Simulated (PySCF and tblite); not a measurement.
Values are calculated unless marked as measured or tabulated.
System: C5H8F2, numbered as in [F:1][C@H:2]1[CH2:3][CH2:4][C@@H:5]([F:6])[CH2:7]1.

For the inversion of the 5-membered ring (2–3–4–5–7): electronic barrier 1.43 kcal/mol, zero-point change -0.03 kcal/mol, thermal and entropy terms at 400 K a further 0.70 kcal/mol (symmetry numbers apart). The minimum is C1, the saddle Cs. Level: PBE0/pcSseg-1 + D3(BJ) on GFN2-xTB stationary points, with GFN2-xTB thermal terms. Rates follow Eyring's equation with the number of equivalent paths and no tunnelling. (PySCF 2.14 with density fitting, tblite 0.8.)

Task: How many equivalent paths lead out of the minimum?

Result: 1: the symmetry number of the minimum is 1, that of the saddle displaced along its mode 1.

Task: Work out the rate at 400 K.

Result: ΔG‡ = 2.10 kcal/mol; k_B T/h = 8.3×10¹² s⁻¹; exp(−ΔG‡/RT) = 0.071; times 1 gives k = 5.9×10¹¹ s⁻¹. Wigner's tunnelling factor for the 55i cm⁻¹ mode would be 1.00.

The barrier is low, and the GFN2-xTB saddle may lie off the DFT one, so take it as rough.
